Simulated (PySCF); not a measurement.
**Structure from 2D NMR**

Compound of formula C$_{3}$H$_{13}$OPSi$_{2}$. Correlations simulated from computed shifts and the bond graph:

HSQC (one-bond C–H):
```csv
δH,δC
3.27,48.1
0.27,-0.7
0.13,-10.0
```

COSY cross peaks (H two or three bonds apart, from the bond graph; peaks can be absent where the dihedral angle is near 90°):
```csv
δH,δH
3.71,3.57
3.71,0.13
3.57,0.13
```

HMBC (two and three bonds, from the bond graph):
```csv
δH,δC
3.71,"-0.7, -10.0"
3.57,"-0.7, -10.0"
1.27,-0.7
```

Averaged over atoms made equivalent by symmetry, fast rotation or ring inversion, one conformer, no solvent, no relativistic terms. Coordinates at the PBE0-D3(BJ)/def2-SVP level; GIAO HF/pcSseg-1 shieldings; PySCF 2.14.0 with density-fitted response routines.

References, each an isolated molecule treated in the same way: ¹H and ¹³C against TMS.

Exchangeable hydrogens are left out of these lists.

Question: Which molecule is this?

Answer: `[SiH2]([Si@](OC)(C)P)C`.

Atom-mapped SMILES (the numbers label the heavy atoms): `[CH3:1][O:2][Si@@:3]([CH3:4])([PH2:5])[SiH2:6][CH3:7]`; H(Xn) means a hydrogen on atom n. Ha(Si6) is pro-R; Hb(Si6) is pro-S.

1. δC 48.1 is C1, a methyl carbon bonded to O (δH 3.27).
2. δC -0.7 is C4, a methyl carbon bonded to Si (δH 0.27).
3. δC -10.0 is C7, a methyl carbon bonded to Si (δH 0.13).
4. COSY links 3.71–3.57, 3.71–0.13, 3.57–0.13.

This is the structure that produced the data.

Shifts are as computed. Against solution values, carbons near 30 ppm lie about -0 ppm off and those near 130 ppm about +7 ppm. Of 1211 compounds with measured shifts, 218 miss one by over three times the rms of a fit or turn the order of signals round; such compounds aren't used in these exercises.
